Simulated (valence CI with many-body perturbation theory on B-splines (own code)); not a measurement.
## Questions on Tm55+

Computed by configuration interaction combined with many-body perturbation theory (CI+MBPT): four valence electrons over a frozen Dirac-Fock core [Ne], radial functions for each j: 11 s, 11 p, 9 d, 7 f, 5 g, 2 h, 1 i, with the one-electron correlation potential Σ1, the two-electron term Σ2, the three-electron term Σ3, Breit, model QED; selected CI, second order for the rest (own B-spline code, finite nucleus).

The last digits are not significant, and no measured levels were compared; by estimate large intervals hold to a few tenths of a per cent, small ones and those within an open d or f shell to about a per cent.

Levels are named by their leading jj configuration (3d3/2^4 stands for four electrons in 3d with j = 3/2), which in mixed levels can hold well under half, so a name can repeat and another be missing.

Rates and lifetimes use the calculated energies. Strong lines usually hold to 10 to 20 %, long lifetimes can be off by a factor of two.

Problem. What is the ground level?

Solution. (3s^2 3p1/2^2) J=0, composition 69 % 3s2 3p2 3P + 30 % 3s2 3p2 1S.

Problem. What is the ionisation energy?

Solution. 5529.6 eV; NIST lists 5527 ± 5 eV (theoretical).

Problem. What are the static dipole polarisabilities of the lowest levels?

Solution. (3s^2 3p1/2^2) J=0 0.00338 bohr³, of which the core gives 6.15e-05.

Problem. Where does the other parity begin?

Solution. At (3s 3p1/2^2 3p3/2) J=2, 397.56 eV.

Problem. How well does LS coupling describe the low levels?

Solution. Among the lowest 20 levels the leading LS term, summed over configurations, holds 58 % on average. For single configurations the figures are 55 % in LS and 93 % in jj coupling. Terms mix most in the J = 2 level at 686.87 eV, where the leading one holds 29 %.
